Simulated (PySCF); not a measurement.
ZrF4, SMILES [F][Zr]([F])([F])[F], multiplicity 1.

Coordinates come from a B3LYP-D3(BJ)/def2-SVP optimisation. The multiplicity is an assumed one; other spin states were not compared. The isomer is the one that the SMILES or the coordinates give; other isomers of the formula were not compared. The def2 effective core potentials stand for the cores of Zr; spin–orbit coupling is left out.

Method: r2SCAN/def2-TZVPD (PySCF).

Gas-phase values at a fixed geometry.

```yaml
total_energy: -446.82908 hartree
point_group: Td
highest_occupied_level: -10.65 eV
lowest_empty_level: -2.11 eV
orbital_gap: 8.54 eV
dipole_moment: 0.00 D
quadrupole, principal values (traceless, Buckingham form, about the centre of nuclear charge): 0.00, 0.00, 0.00 D·Å
mean_static_polarisability: 36.9 bohr³ (5.46 Å³)
polarisability_principal_values: 36.9, 36.9, 36.9 bohr³
```
